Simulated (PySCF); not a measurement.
C2H7N2, SMILES N[CH]CN, multiplicity 2. Coordinates come from a PBE-D3(BJ)/def2-SVP optimisation. The isomer is the one that the SMILES or the coordinates give; other isomers of the formula were not compared. One conformer was computed; it need not be the lowest.

Task: Give the equilibrium geometry at PBE-D3(BJ)/def2-SVP (PySCF confirms it by a frequency run) as a Z-matrix. (An estimate is asked for; the answer gives what the named calculation found.)

Result: Several could match; the one computed here: 
```
C
H 1 1.1185
H 1 1.1240 2 105.61
N 1 1.4733 2 115.29 3 -116.48
H 4 1.0274 1 110.54 2 67.22
H 4 1.0291 5 106.70 1 118.79
C 1 1.4942 2 109.04 3 119.88
N 7 1.3946 1 115.65 2 176.41
H 8 1.0232 7 115.97 1 -162.97
H 8 1.0297 9 112.36 7 -128.14
H 7 1.1019 8 117.22 9 46.46
```
Charge 0, spin multiplicity 2.
